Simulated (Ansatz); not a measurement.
`O[SiH]1CN1` and `S[SiH]1CN1` differ in one element.

Ansatz, PBE0-D4/def2-TZVP geometries, multiplicity 1. Each molecule was computed in one conformer, which needn't be the lowest.

```tsv
property	`O[SiH]1CN1`
size of the dipole moment (PBE/def2-TZVPP) / D	0.74
HOMO energy (PBE0/def2-TZVPP) / eV	-6.85
HOMO–LUMO gap (PBE/def2-TZVPP) / eV	5.35
LUMO energy (PBE/def2-TZVPP) / eV	-0.18
size of the dipole moment (ωB97M-V/def2-TZVPP) / D	0.65
HOMO energy (B3LYP/def2-TZVPP) / eV	-6.62
```

(1) What does the change do to each property? (Best estimate.)

Results:

(1) Ansatz gave: 
```
                                          property  `S[SiH]1CN1`  shift
    size of the dipole moment (PBE/def2-TZVPP) / D          1.12   0.38
                HOMO energy (PBE0/def2-TZVPP) / eV         -6.84   0.01
               HOMO–LUMO gap (PBE/def2-TZVPP) / eV          4.89  -0.46
                 LUMO energy (PBE/def2-TZVPP) / eV         -0.69  -0.51
size of the dipole moment (ωB97M-V/def2-TZVPP) / D          1.08   0.43
               HOMO energy (B3LYP/def2-TZVPP) / eV         -6.61   0.01
```

Dipoles are sizes alone; their direction can turn.

B3LYP here is the variant with VWN-RPA as its local correlation; programs differ in this.
